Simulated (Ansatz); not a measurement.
```yaml
crystal:
  periodic: [false, false, false]
  atoms:
    - {symbol: N, position_ang: [-0.862077, 1.274120, 0.989751]}
    - {symbol: Ta, position_ang: [-0.191326, 0.347420, -0.450701]}
    - {symbol: N, position_ang: [0.875231, -1.043167, 0.273508]}
    - {symbol: Cl, position_ang: [-1.866600, -0.635390, -1.735542]}
    - {symbol: Cl, position_ang: [1.344565, 1.664409, -1.770777]}
    - {symbol: H, position_ang: [-1.092172, 1.708290, 1.739842]}
    - {symbol: H, position_ang: [0.838453, -1.438086, 1.283245]}
    - {symbol: H, position_ang: [1.298586, -1.649094, -0.330591]}
basis:
  gaussian: {orbitals: def2-mTZVP}
hamiltonian: {xc: {name: HF}}
correlation: {method: mp2, frozen_orbitals: {N: 0}}
accuracy: high
scf: {lower_state_search: off}
```

```sh
$ ansatz run in.yaml --threads 4 --pin off --events-out ev --progress --plain --max-ram 10444MiB
```

Shortened log:

```
Functional definition: HF
Error: "frozen_orbitals" has no count for Ta
```

Problem. Something in this input is off. What?

Solution. Frozen orbitals are typed for one element alone, and the program wants a count for each. The program refused the input.
